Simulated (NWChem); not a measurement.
Species: InGeH₅; SMILES [GeH3][InH2]

```xyz
7

In    -0.0048     1.0580     0.0000
Ge    -0.0273    -1.5589     0.0000
H     -0.7234    -2.1482     1.2452
H      1.4219    -2.0977     0.0000
H     -0.7234    -2.1482    -1.2452
H      0.0149     1.9372     1.4995
H      0.0149     1.9372    -1.4995
```
Atoms are numbered in this order, from 1.

Level: PBE0/def2-SVP with def2 effective core potentials on In (NWChem), optimised geometry, unscaled harmonic frequencies. def2 effective core potentials on In; no spin-orbit coupling.

List the harmonic frequencies with IR intensities, and the thermochemistry.


```
frequency (cm⁻¹)  IR intensity (km/mol)
----------------  ---------------------
48                                  0.1
209                                 3.2
289                                27.2
349                                35.9
463                                 1.8
514                                53.1
612                               379.9
795                               154.0
888                                34.8
892                                38.7
1767                              204.1
1769                              312.5
2120                               94.5
2133                              110.8
2138                              127.6
```

The zero-point energy is 21.4 kcal/mol and the thermal correction to the enthalpy at 298.15 K (with zero-point energy) is 25.7 kcal/mol. The heat capacity Cv comes out as 18.4 cal/(mol K). The entropy at 298.15 K and 1 atm (symmetry number 1) is 79.1 cal/(mol K).

Rigid rotor and harmonic oscillator; modes under 100 cm⁻¹ make the entropy uncertain.
